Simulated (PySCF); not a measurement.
Job file and geometry (Å, from GFN2-xTB) of an NMR shielding run on `InChI=1S/C3H10O2S2Si2/c4-9(5-3-8)6-1-2-7-9/h4H,1-3H2,8H3`, GIAO PBE0/pcSseg-1 NMR shielding, non-relativistic, gas phase in PySCF 2.14.0, density-fitted response routines; density fitting, a coarse starting grid and PySCF grid level 2 are the driver's defaults:

```
$ OMP_NUM_THREADS=1 python probes_run.py task.json out

{"job": {"kind": "nmr", "xc": "PBE0", "basis": "pcSseg-1"}, "charge": 0, "multiplicity": 1}
O      0.287925    -0.567536    -2.031809
Si    -0.178679    -0.544485    -0.475142
O      1.092358    -0.867765     0.436445
C      2.455342    -0.613218     0.129686
Si     2.896689     1.221832     0.417811
S     -1.686688    -1.967293     0.050914
C     -3.009828    -0.726099     0.258708
C     -2.495668     0.522712     0.938634
S     -1.192734     1.310612    -0.061942
H     -0.311541    -0.370002    -2.748460
H      2.637391    -0.909386    -0.905151
H      3.032849    -1.278113     0.775143
H      4.321923     1.349000     0.111255
H      2.619076     1.543635     1.816845
H      2.091338     2.047827    -0.478619
H     -3.413061    -0.492909    -0.727644
H     -3.784855    -1.198982     0.861044
H     -2.077746     0.292449     1.918983
H     -3.293896     1.256973     1.045723
```

Q: Write the output of this run.

A: 
```
coarse grid: 18128 points
cycle   1  E = -1645.1496771932  dE =  1.184e+00  |g| = 9.106e-01  |ddm| = 4.121e+00
cycle   2  E = -1644.9636838615  dE =  1.860e-01  |g| = 1.366e+00  |ddm| = 1.861e+00
cycle   3  E = -1645.2974405559  dE = -3.338e-01  |g| = 1.120e-01  |ddm| = 1.262e+00
cycle   4  E = -1645.2999927787  dE = -2.552e-03  |g| = 4.502e-02  |ddm| = 1.620e-01
cycle   5  E = -1645.3003934546  dE = -4.007e-04  |g| = 1.393e-02  |ddm| = 5.283e-02
cycle   6  E = -1645.3004306192  dE = -3.716e-05  |g| = 4.669e-03  |ddm| = 1.683e-02
cycle   7  E = -1645.3004342486  dE = -3.629e-06  |g| = 9.472e-04  |ddm| = 4.182e-03
final grid: 157104 points
cycle   8  E = -1645.3771176712  dE = -2.742e-05  |g| = 1.227e-02  |ddm| = 2.906e-02
cycle   9  E = -1645.3770846795  dE =  3.299e-05  |g| = 1.756e-02  |ddm| = 2.186e-02
cycle  10  E = -1645.3771473315  dE = -6.265e-05  |g| = 1.296e-03  |ddm| = 1.409e-02
cycle  11  E = -1645.3771477255  dE = -3.940e-07  |g| = 2.576e-04  |ddm| = 1.624e-03
cycle  12  E = -1645.3771477399  dE = -1.436e-08  |g| = 9.346e-05  |ddm| = 3.331e-04
cycle  13  E = -1645.3771477416  dE = -1.735e-09  |g| = 3.425e-05  |ddm| = 1.052e-04
cycle  14  E = -1645.3771477418  dE = -2.187e-10  |g| = 8.006e-06  |ddm| = 2.910e-05
converged SCF energy = -1645.3771477418

GIAO shielding tensors (ppm)
atom      isotropic    diamagn.    paramagn.     s11        s22        s33       span
  0 O      262.478     389.939    -127.461    245.475    262.500    279.458     33.982
  1 Si     344.272     880.197    -535.925    328.231    336.597    367.987     39.755
  2 O      289.944     398.552    -108.609    251.167    287.335    331.328     80.161
  3 C      131.922     245.316    -113.394     92.955    110.724    192.087     99.132
  4 Si     424.610     878.851    -454.241    396.808    421.985    455.038     58.229
  5 S      601.697    1059.053    -457.356    514.307    567.301    723.483    209.176
  6 C      146.164     252.436    -106.272    116.739    152.321    169.434     52.695
  7 C      145.982     253.156    -107.175    115.168    153.675    169.102     53.934
  8 S      591.296    1060.881    -469.585    510.260    566.709    696.919    186.660
  9 H       29.320      31.732      -2.413     21.638     24.440     41.881     20.242
 10 H       27.230      28.763      -1.533     21.974     26.289     33.427     11.452
 11 H       27.477      27.734      -0.258     22.143     26.255     34.033     11.890
 12 H       28.004      27.499       0.505     24.658     25.136     34.219      9.561
 13 H       27.643      28.733      -1.090     24.538     26.124     32.266      7.728
 14 H       27.605      29.257      -1.652     23.554     28.907     30.355      6.801
 15 H       29.015      30.872      -1.857     23.643     26.833     36.569     12.925
 16 H       28.854      29.255      -0.401     22.261     26.578     37.725     15.463
 17 H       28.895      32.058      -3.163     23.604     27.042     36.040     12.436
 18 H       28.838      30.343      -1.505     22.137     26.718     37.658     15.521
```

Q: Turn these shieldings into chemical shifts. Chemical shifts δ = σref − σ; $^{17}$O (σ = 336.08 ppm) vs H2O; $^{29}$Si (σ = 349.16 ppm) and $^{13}$C (σ = 186.93 ppm) and $^{1}$H (σ = 31.72 ppm) against TMS; $^{33}$S (σ = 503.73 ppm) against CS2, all at this level.

A: Averaging equivalent atoms: O 0: 73.6; O 2: 46.1; Si 1: 4.9; Si 4: -75.5; C 3: 55.0; C 6/7: 40.9; S 5/8: -93; H 10/11: 4.36; H 12/13/14: 3.97; H 16/17: 2.84; H 15/18: 2.79; H 9: 2.40 ppm. Experimental scales use liquid or dissolved standards, which lie at an offset from isolated H2O (liquid H2O: subtract about 36 ppm).

Size and cost of the density-fitted run: 231 basis functions, 58 s wall time on 1 thread of an Intel Xeon Platinum 8375C, shared host; peak memory 1.1 GiB.
